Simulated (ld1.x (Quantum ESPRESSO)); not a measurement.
**PBEsol TM dataset for Ti (Z = 22), scalar-relativistic all-electron reference.**

Input for ld1.x (Quantum ESPRESSO) 7.5:

```
&input
   title='Ti', zed=22., rel=1, dft='PBESOL', iswitch=3,
   config='[Ar] 3d2 4s1 4p1',
   nld=3, rlderiv=4.50, eminld=-2.0, emaxld=5.0, deld=0.02
 /
 &inputp
   pseudotype=2, tm=.true., lloc=-2, rcloc=2.45,
   nlcc=.true., new_core_ps=.true., rcore=1.35,
   file_pseudopw='Ti.UPF', file_wfcaegen='ae.wfc', file_wfcncgen='nc.wfc', file_beta='beta', file_chi='chi'
 /
3
4S  1  0   1.00   0.00  3.20  3.20  0.0
4P  2  1   1.00   0.00  4.15  4.15  0.0
3D  3  2   2.00   0.00  2.20  2.20  0.0
 &test
   configts(1)='3d2 4s1 4p1'
 /
```

Command:

```bash
ld1.x < Ti.in > Ti.out
```

Output (shortened: banner, matrices, multipoles, cross overlaps and the repeated all-electron block are left out):

```
Program LD1 v.7.5
     --------------------------- All-electron run ----------------------------

     Ti
     scalar relativistic calculation

     atomic number is 22.00
     dft =PBESOL   lsd =0 sic =0 latt =0  beta=0.20 tr2=1.0E-14
     Exchange-correlation= PBESOL
                           (   1   4  10   8   0   0   0)
     mesh =1177 r(mesh) = 100.37945 a.u. xmin = -7.00 dx = 0.01250
     1 Ry =  13.60569312 eV, c = 137.03599908

     n l     nl                  e(Ry)          e(Ha)          e(eV)
     1 0     1S 1( 2.00)      -357.5162      -178.7581     -4864.2554
     2 0     2S 1( 2.00)       -39.5074       -19.7537      -537.5251
     2 1     2P 1( 6.00)       -32.7230       -16.3615      -445.2189
     3 0     3S 1( 2.00)        -4.6884        -2.3442       -63.7891
     3 1     3P 1( 6.00)        -2.9481        -1.4741       -40.1112
     3 2     3D 1( 2.00)        -0.4040        -0.2020        -5.4966
     4 0     4S 1( 1.00)        -0.3842        -0.1921        -5.2280
     4 1     4P 1( 1.00)        -0.1523        -0.0762        -2.0724

     final scf error:  7.0E-15 reached in  24 iterations

     Etot =   -1704.972208 Ry,    -852.486104 Ha,  -23197.328646 eV

     Ekin =    1719.095585 Ry,     859.547792 Ha,   23389.486976 eV
     Encl =   -4053.629360 Ry,   -2026.814680 Ha,  -55152.437107 eV
     Eh   =     711.346491 Ry,     355.673245 Ha,    9678.362058 eV
     Exc  =     -81.784924 Ry,     -40.892462 Ha,   -1112.740573 eV

     normalization and overlap integrals

     s(1S/1S) =  1.000000  <r> =   0.0696  <r2> =    0.0065  r(max) =   0.0455
     s(2S/2S) =  1.000000  <r> =   0.3253  <r2> =    0.1251  r(max) =   0.2682
     s(2P/2P) =  1.000000  <r> =   0.2901  <r2> =    0.1038  r(max) =   0.2196
     s(3S/3S) =  1.000000  <r> =   1.0079  <r2> =    1.1722  r(max) =   0.8685
     s(3P/3P) =  1.000000  <r> =   1.0862  <r2> =    1.3910  r(max) =   0.9016
     s(3D/3D) =  1.000000  <r> =   1.5718  <r2> =    3.3271  r(max) =   0.9841
     s(4S/4S) =  1.000000  <r> =   3.4404  <r2> =   13.6166  r(max) =   2.8834
     s(4P/4P) =  1.000000  <r> =   4.6070  <r2> =   24.8054  r(max) =   3.7489

     ------------------------ End of All-electron run ------------------------

     --------------------- Generating NC pseudopotential ---------------------

      Generating local potential from pseudized AE potential:
      Matching radius rcloc =   2.4500
      Enforcing V''(0)=0 (lloc=-2)

      Local pseudo, rcloc= 2.420 Estimated cut-off energy=     5.71 Ry

      Computing core charge for nlcc:

       r > 1.36 : true rho core
      Core charge pseudized with two Bessel functions
      Integrated core pseudo-charge :  10.19

      Wfc   4S  rcut= 3.187  Using Troullier-Martins method

      Wfc   4P  rcut= 4.195  Using Troullier-Martins method

      Wfc   3D  rcut= 2.190  Using Troullier-Martins method

     ------------------- End of pseudopotential generation -------------------

     Computing logarithmic derivative in   4.49393
     Computing logarithmic derivative in   4.49393
     Computing the partial wave expansion
     R is outside the sphere for l=    0 j= 0.00
     R is outside the sphere for l=    1 j= 0.00
     R is outside the sphere for l=    2 j= 0.00

     ---------------------- Testing the pseudopotential ----------------------

     Ti
     scalar relativistic calculation

     atomic number is 22.00   valence charge is  4.00
     dft =PBESOL   lsd =0 sic =0 latt =0  beta=0.20 tr2=1.0E-14
     mesh =1177 r(mesh) = 100.37945 xmin = -7.00 dx = 0.01250

     n l     nl             e AE (Ry)        e PS (Ry)    De AE-PS (Ry)
     3 2     3D   1( 2.00)       -0.40399       -0.40399        0.00000
     1 0     4S   1( 1.00)       -0.38425       -0.38425        0.00000
     2 1     4P   1( 1.00)       -0.15232       -0.15232        0.00000

     eps = 1.5E-15  iter =  4

     Etot =   -1704.972208 Ry,    -852.486104 Ha,  -23197.328646 eV
     Etotps =   -22.268206 Ry,     -11.134103 Ha,    -302.974376 eV

     Ekin =      11.714742 Ry,       5.857371 Ha,     159.387186 eV
     Encl =     -12.907019 Ry,      -6.453510 Ha,    -175.608943 eV
     Ehrt =       5.481096 Ry,       2.740548 Ha,      74.574115 eV
     Ecxc =     -18.988728 Ry,      -9.494364 Ha,    -258.354804 eV
     (Ecc =     -15.704782 Ry,      -7.852391 Ha,    -213.674445 eV)
     Epseu=      -7.568297 Ry,      -3.784149 Ha,    -102.971930 eV

     ---------------------- End of pseudopotential test ----------------------
```

Generation and configuration tests took about 1.2 s on one core of a shared server CPU.

Transferability test of the new file with ld1.x, input:

```
&input
   title='Ti', zed=22., rel=1, dft='PBESOL', iswitch=2,
   config='[Ar] 3d2 4s1 4p1'
 /
 &test
   file_pseudo='Ti.UPF', nconf=8,
   configts(1)='3d2 4s1 4p1',
   configts(2)='3d2 4s2 4p0',
   configts(3)='3d2 4s1 4p0',
   configts(4)='3d2 4s0 4p0',
   configts(5)='3d1 4s0 4p0',
   configts(6)='3d3 4s1 4p0',
   configts(7)='3d3 4s0 4p0',
   configts(8)='3d2 4s1.5 4p0'
 /
```

```bash
ld1.x < Ti.test.in > Ti.test.out
```

Pseudopotential blocks of its output, shortened (energy terms left out):

```
     ---------------------- Testing the pseudopotential ----------------------

     n l     nl             e AE (Ry)        e PS (Ry)    De AE-PS (Ry)
     3 2     3D   1( 2.00)       -0.40399       -0.40399        0.00000
     1 0     4S   1( 1.00)       -0.38425       -0.38425        0.00000
     2 1     4P   1( 1.00)       -0.15232       -0.15232        0.00000

     eps = 1.7E-15  iter =  4

     Etot =   -1704.972208 Ry,    -852.486104 Ha,  -23197.328646 eV
     Etotps =   -22.268206 Ry,     -11.134103 Ha,    -302.974382 eV

     ---------------------- End of pseudopotential test ----------------------

          ---------------------- Testing the pseudopotential ----------------------

     n l     nl             e AE (Ry)        e PS (Ry)    De AE-PS (Ry)
     3 2     3D   1( 2.00)       -0.31423       -0.31348       -0.00075
     1 0     4S   1( 2.00)       -0.32905       -0.32922        0.00017
     2 1     4P   1( 0.00)       -0.10650       -0.10676        0.00026

     eps = 2.0E-15  iter =  9

     Etot =   -1705.199513 Ry,    -852.599756 Ha,  -23200.421284 eV
     Etotps =   -22.495470 Ry,     -11.247735 Ha,    -306.066467 eV
     dEtot_ae =      -0.227305 Ry
     dEtot_ps =      -0.227264 Ry,   Delta E=      -0.000041 Ry

     ---------------------- End of pseudopotential test ----------------------

          ---------------------- Testing the pseudopotential ----------------------

     n l     nl             e AE (Ry)        e PS (Ry)    De AE-PS (Ry)
     3 2     3D   1( 2.00)       -0.83681       -0.83269       -0.00412
     1 0     4S   1( 1.00)       -0.76073       -0.76106        0.00034
     2 1     4P   1( 0.00)       -0.48378       -0.48458        0.00080

     eps = 4.4E-16  iter =  7

     Etot =   -1704.658649 Ry,    -852.329325 Ha,  -23193.062458 eV
     Etotps =   -21.954408 Ry,     -10.977204 Ha,    -298.704938 eV
     dEtot_ae =       0.313559 Ry
     dEtot_ps =       0.313798 Ry,   Delta E=      -0.000239 Ry

     ---------------------- End of pseudopotential test ----------------------

          ---------------------- Testing the pseudopotential ----------------------

     n l     nl             e AE (Ry)        e PS (Ry)    De AE-PS (Ry)
     3 2     3D   1( 2.00)       -1.44228       -1.44215       -0.00013
     1 0     4S   1( 0.00)       -1.22415       -1.22985        0.00570  !
     2 1     4P   1( 0.00)       -0.89555       -0.90240        0.00685  !

     eps = 1.1E-18  iter =  7

     Etot =   -1703.668568 Ry,    -851.834284 Ha,  -23179.591725 eV
     Etotps =   -20.962210 Ry,     -10.481105 Ha,    -285.205390 eV
     dEtot_ae =       1.303640 Ry
     dEtot_ps =       1.305997 Ry,   Delta E=      -0.002357 Ry

     ---------------------- End of pseudopotential test ----------------------

          ---------------------- Testing the pseudopotential ----------------------

     n l     nl             e AE (Ry)        e PS (Ry)    De AE-PS (Ry)
     3 2     3D   1( 1.00)       -2.54634       -2.60011        0.05377  !
     1 0     4S   1( 0.00)       -1.92319       -1.97746        0.05428  !
     2 1     4P   1( 0.00)       -1.51809       -1.55760        0.03951  !

     eps = 2.4E-19  iter =  7

     Etot =   -1701.691723 Ry,    -850.845862 Ha,  -23152.695376 eV
     Etotps =   -18.959389 Ry,      -9.479695 Ha,    -257.955630 eV
     dEtot_ae =       3.280485 Ry
     dEtot_ps =       3.308817 Ry,   Delta E=      -0.028332 Ry

     ---------------------- End of pseudopotential test ----------------------

          ---------------------- Testing the pseudopotential ----------------------

     n l     nl             e AE (Ry)        e PS (Ry)    De AE-PS (Ry)
     3 2     3D   1( 3.00)       -0.14134       -0.13371       -0.00763  !
     1 0     4S   1( 1.00)       -0.27455       -0.28089        0.00633  !
     2 1     4P   1( 0.00)       -0.08039       -0.08537        0.00498

     eps = 6.3E-15  iter = 14

     Etot =   -1705.118540 Ry,    -852.559270 Ha,  -23199.319590 eV
     Etotps =   -22.405371 Ry,     -11.202685 Ha,    -304.840598 eV
     dEtot_ae =      -0.146332 Ry
     dEtot_ps =      -0.137164 Ry,   Delta E=      -0.009167 Ry

     ---------------------- End of pseudopotential test ----------------------

          ---------------------- Testing the pseudopotential ----------------------

     n l     nl             e AE (Ry)        e PS (Ry)    De AE-PS (Ry)
     3 2     3D   1( 3.00)       -0.58624       -0.56864       -0.01759  !
     1 0     4S   1( 0.00)       -0.65179       -0.65873        0.00694  !
     2 1     4P   1( 0.00)       -0.40291       -0.41120        0.00829  !

     eps = 1.9E-15  iter =  9

     Etot =   -1704.658458 Ry,    -852.329229 Ha,  -23193.059853 eV
     Etotps =   -21.938337 Ry,     -10.969169 Ha,    -298.486287 eV
     dEtot_ae =       0.313751 Ry
     dEtot_ps =       0.329869 Ry,   Delta E=      -0.016118 Ry

     ---------------------- End of pseudopotential test ----------------------

          ---------------------- Testing the pseudopotential ----------------------

     n l     nl             e AE (Ry)        e PS (Ry)    De AE-PS (Ry)
     3 2     3D   1( 2.00)       -0.56371       -0.56115       -0.00256
     1 0     4S   1( 1.50)       -0.53891       -0.53902        0.00011
     2 1     4P   1( 0.00)       -0.28794       -0.28830        0.00036

     eps = 1.8E-15  iter =  7

     Etot =   -1704.983158 Ry,    -852.491579 Ha,  -23197.477625 eV
     Etotps =   -22.279030 Ry,     -11.139515 Ha,    -303.121644 eV
     dEtot_ae =      -0.010950 Ry
     dEtot_ps =      -0.010824 Ry,   Delta E=      -0.000126 Ry

     ---------------------- End of pseudopotential test ----------------------
```
